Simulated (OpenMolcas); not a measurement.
Os5+ with 6 ligands (fluoride) in octahedral coordination (Oh). A charge of +0.167 e stands 2.4 Å behind each ligand. Ligand basis ANO-RCC-VDZP.

```yaml
Program: OpenMolcas
Method: CASSCF
Basis: ANO-RCC-VTZP [8s7p5d3f2g1h]
Scalar_Hamiltonian: DKH2, point nucleus
Active_space: 3 electrons in 5 orbitals (5d)
State_averaging: 2S+1 = 4 even, 10 roots; 2S+1 = 2 even, 40 roots
Spin-orbit_coupling: RASSI with atomic mean-field integrals over the reference wave functions
```

All ligands move together. At R = 1.78 Å the first state of the same spin is 50803 cm-1, and at R = 2.01 Å it is 31843 cm-1.

Question: A third run gives 40029 cm-1. What distance was it run at?

Answer: With a power law R^-n the two known points give n = -ln(31843 / 50803) / ln(2.01 / 1.78) = 3.84. Then R = 1.78 × (50803 / 40029)^(1/3.84) = 1.894 Å. The run was at 1.89 Å, so the estimate is off by +0.004 Å.

Without dynamic correlation the repulsion within the d shell is too large (B by tens of per cent), so at a given field states of lower spin stand too high. With metal d orbitals alone the field can be off either way by tens of per cent. Ligand-to-metal charge-transfer states are missing. With no ligand orbital active B as a rule stays too high, so bands that hang on it stand too high and its fall with covalency is understated. The least metal-like active orbital is 68 % on the metal (Löwdin) and no ligand orbital is active, so the numbers are rough (holds for R = 1.78). The least metal-like active orbital is 69 % on the metal (Löwdin) and no ligand orbital is active, so the numbers are rough (holds for R = 1.89; R = 2.01). No measured value stands beside these numbers; the geometry is a model, was not optimised and need not be the one that this ion takes.
